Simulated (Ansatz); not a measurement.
H2OTe (SMILES O[TeH]) moved off its minimum; all values from Ansatz (a first-principles code), cores frozen in correlated methods. Elements past Kr take the def2 small-core potentials, without spin–orbit coupling.
(charge 0, multiplicity 1)
```xyz
4

Te    -0.1898    -0.1146     0.2249
H     -1.4001    -0.4440    -0.8504
O      1.2034     0.2250    -1.0924
H      1.1778     1.1941    -1.4195
```

Forces at r2SCAN/def2-TZVPP (eV/Å):

```json
[
 {"atom": "Te1", "Fx": "-0.156", "Fy": "0.097", "Fz": "0.597"},
 {"atom": "H2", "Fx": "-0.204", "Fy": "-0.069", "Fz": "-0.242"},
 {"atom": "O3", "Fx": "0.449", "Fy": "2.321", "Fz": "-1.306"},
 {"atom": "H4", "Fx": "-0.089", "Fy": "-2.350", "Fz": "0.951"}
]
```

Q: Give the forces (eV/Å), the total energy and the dipole at CCSD(T)/def2-TZVPPD.

A: 
```
atom      Fx      Fy      Fz
----  ------  ------  ------
Te1   -0.245   0.050   0.682
H2    -0.184  -0.062  -0.240
O3     0.485   2.404  -1.376
H4    -0.056  -2.393   0.934
```
Energy -343.4607 hartree, dipole 1.41 D.
